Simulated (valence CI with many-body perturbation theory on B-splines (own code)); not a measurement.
# Level structure of Ce⁷⁺

Method: relativistic CI+MBPT: five valence electrons over a frozen Dirac-Fock core [Kr] 4d10, radial functions for each j: 7 s, 7 p, 7 d, 7 f, 4 g, 2 h, with the one-electron correlation potential Σ1 (screened to all orders), the two-electron term Σ2, the three-electron term Σ3, Breit, model QED; selected single and double excitations, second order for the rest, scaled by the run's own slope (own B-spline code, finite nucleus).

No measured levels were compared; by estimate levels hold to about 250 cm⁻¹ or 0.2 % of their energy and the worst to 1 %, as in measured heavy ions of charge 2 to 7; those with d or f electrons hold less well. Core correlation moves these levels by up to 45000 cm⁻¹, and in measured spectra 5 to 20 % of such shifts remained as error; rates that hang on mixing are uncertain with them. Among the levels kept, up to 1100 cm⁻¹ of a level comes from second order outside the variational space, and about a tenth of that is noise between levels of different J, which matters for small intervals.

Levels 46 to 52 of 52, with energies above the lowest level, (5s^2 5p1/2^2 5p3/2) J=3/2. "Leading %" is the weight of the configuration and term that name the level; weights of strongly mixed levels are sums over their largest components and can fall short. In the jj column 3d3/2^4 stands for four electrons in 3d with j = 3/2. Lifetimes count E1, E2, E3, M1 and M2 decay at the calculated energies, and are blank where another channel may lead or the interval is too uncertain; long ones can be off by a factor of two.

```json
{"No.": "46", "Configuration": "4f2 5s2 5p", "Term": "4H°", "J": "13/2", "E (cm⁻¹)": "188050", "Leading %": "42", "Leading jj": "4f7/2^2 5s^2 5p1/2 (68 %)", "g": "1.153", "Lifetime": "2.54 ms"}
{"No.": "47", "Configuration": "4f2 5s2 5p", "Term": "2D°", "J": "3/2", "E (cm⁻¹)": "189600", "Leading %": "47", "Leading jj": "4f5/2^2 5s^2 5p1/2 (46 %)", "g": "0.681", "Lifetime": "353 μs"}
{"No.": "48", "Configuration": "4f2 5s2 5p", "Term": "4G°", "J": "9/2", "E (cm⁻¹)": "190140", "Leading %": "40", "Leading jj": "4f5/2 4f7/2 5s^2 5p1/2 (74 %)", "g": "1.123", "Lifetime": "1.06 ms"}
{"No.": "49", "Configuration": "4f2 5s2 5p", "Term": "2D°", "J": "5/2", "E (cm⁻¹)": "190210", "Leading %": "33", "Leading jj": "4f5/2 4f7/2 5s^2 5p1/2 (77 %)", "g": "1.155", "Lifetime": "120 μs"}
{"No.": "50", "Configuration": "4f2 5s2 5p", "Term": "4D°", "J": "7/2", "E (cm⁻¹)": "192770", "Leading %": "55", "Leading jj": "4f7/2^2 5s^2 5p1/2 (78 %)", "g": "1.304", "Lifetime": "29.3 μs"}
{"No.": "51", "Configuration": "4f2 5s2 5p", "Term": "2F°", "J": "7/2", "E (cm⁻¹)": "195070", "Leading %": "37", "Leading jj": "4f5/2 4f7/2 5s^2 5p1/2 (57 %)", "g": "1.053", "Lifetime": "123 μs"}
{"No.": "52", "Configuration": "5s 5p4", "Term": "2D", "J": "3/2", "E (cm⁻¹)": "195400", "Leading %": "55", "Leading jj": "5s 5p1/2 5p3/2^3 (51 %)", "g": "1.013", "Lifetime": "364 ps"}
```

Where two levels of one J and parity lie close, their mixing, g and order are uncertain.
